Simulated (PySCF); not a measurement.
Sb(Cl)2(Et) (C2H5Cl2Sb), SMILES [Cl][Sb]([CH2]C)[Cl].

The structure is a stationary point at B3LYP-D3(BJ)/def2-SVP. The structure was generated by enumeration; whether it is a known compound was not checked. The def2 effective core potentials stand for the cores of Sb; spin–orbit coupling is left out. The values are those of a single conformer.

All values below come from PBE/def2-TZVP run with PySCF.

| Property | Result |
|---|---|
| total energy | -1239.52962 hartree |
| highest occupied level | -6.41 eV |
| lowest empty level | -2.58 eV |
| orbital gap | 3.82 eV |
| dipole moment | 3.26 D |
| quadrupole, principal values (traceless, Buckingham form, about the centre of nuclear charge) | -5.70, 1.44, 4.26 D·Å |
| mean static polarisability | 92.7 bohr³ (13.74 Å³) |
| polarisability, principal values | 77.5, 93.8, 106.8 bohr³ |
